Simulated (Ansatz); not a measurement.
## What each rung costs, and what it gives

Saddle point of GeH$_{4}$S$_{2}$, singlet (GeH₄S₂ ([SH][GeH2][SH]) → GeH₂S ([S][GeH2]) + H₂S (still joined by a long Ge–S bond); bonds formed: S2–H4; bonds broken: S3–H4; bonds weakened to dative contacts: Ge1–S2), PBE0-D4/def2-TZVP structure:

Ge1  (-0.893, 0.112, 0.303)
S2  (1.555, -0.204, 0.341)
S3  (-0.716, 1.273, -1.442)
H4  (1.063, 0.688, -0.720)
H5  (-1.090, 0.735, 1.699)
H6  (-1.409, -1.342, 0.303)
H7  (1.489, -1.262, -0.485)
(Å)

Barriers are electronic and count from the start structure reached by relaxing down the imaginary mode.

Computed with Ansatz 0.2.0 (basis: as named in each row); correlated methods freeze the cores. Filled d shells of the heavier atoms are correlated. The def2 sets are not built for correlating such inner shells, so the correlated values are less sure here. B3LYP uses VWN-RPA correlation. Extrapolation: Hartree–Fock as exp(−7.88 √X), correlation as X^−2.97.

Times are rough, for one single point on 4 threads of a shared host (Arm Neoverse V1).

The estimate by CCSD(T) at an estimated basis limit (MP2 extrapolated from triple and quadruple zeta, plus CCSD(T) − MP2 in triple zeta) is 159.6 kJ/mol.

```
      method       basis  time (s)  barrier (kJ/mol)  method less estimate
          HF      STO-3G   under 1             380.8                 221.2
       SPW92    def2-SVP   under 1             120.3                 -39.3
      PBE-D4      STO-3G   under 1             224.3                  64.6
      PBE-D4    def2-SVP   under 1             131.2                 -28.4
    B3LYP-D4       6-31G   under 1             158.5                  -1.1
       SPW92  def2-TZVPP   under 1             123.4                 -36.2
     PBE0-D4    def2-SVP   under 1             149.2                 -10.4
      PBE-D4  def2-TZVPP         2             133.6                 -26.1
     BLYP-D4  def2-TZVPP         2             140.4                 -19.2
     CCSD(T)    def2-SVP         2             170.4                  10.8
    B3LYP-D4  def2-TZVPP         2             154.5                  -5.1
    BHLYP-D4  def2-TZVPP         2             174.1                  14.4
     PBE0-D4  def2-TZVPP         2             150.8                  -8.8
CAM-B3LYP-D4  def2-TZVPP         2             166.3                   6.7
   r2SCAN-D4  def2-TZVPP         3             147.3                 -12.3
  RPA on PBE  def2-TZVPP         4             164.3                   4.6
      B2PLYP  def2-TZVPP         4             159.4                  -0.2
     wB97M-V    def2-SVP         4             161.2                   1.6
  r2SCAN0-D4  def2-TZVPP         4             158.5                  -1.2
    PBE-QIDH  def2-TZVPP         4             162.0                   2.4
     wB97X-V  def2-TZVPP         6             170.3                  10.7
      B97M-V  def2-TZVPP         6             154.8                  -4.9
     wB97M-V  def2-TZVPP         7             163.6                   3.9
         MP2  def2-QZVPP        12             156.2                  -3.5
     CCSD(T)  def2-TZVPP        42             165.7                   6.1
```

All methods are single points on the PBE0-D4 structures.

T1 diagnostic: at most 0.015.

Labels in which every atom is bracketed show which atoms are joined, not bond orders.
